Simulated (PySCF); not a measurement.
Job for PySCF: R-MP2/6-31G* on CH4O (SMILES CO), a point of a torsion scan.

```python
from pyscf import gto, scf, dft, mp
from pyscf.data.elements import chemcore

mol = gto.M(
    atom='''
    C    -0.37645134   -0.03234086    0.00483241
    O     0.91672779   -0.44259228   -0.36982757
    H    -0.53223806   -0.10255377    1.08526457
    H    -1.14369612   -0.63452362   -0.49696108
    H    -0.48213644    1.00453009   -0.30831589
    H     1.13493225   -1.25925075    0.09005067
    ''',
    basis='6-31g*',
    cart=True,
    charge=0, spin=0, verbose=3, max_memory=1800)
mf = scf.RHF(mol)
mf.conv_tol = 1e-8
mf.max_cycle = 100
mf.kernel()
if not mf.converged:
    mf = mf.newton().run(mf.mo_coeff, mf.mo_occ)
pt = mp.MP2(mf, frozen=chemcore(mol)).run()
```

Q: What total energy does the run end on?

A: -115.3454 hartree.
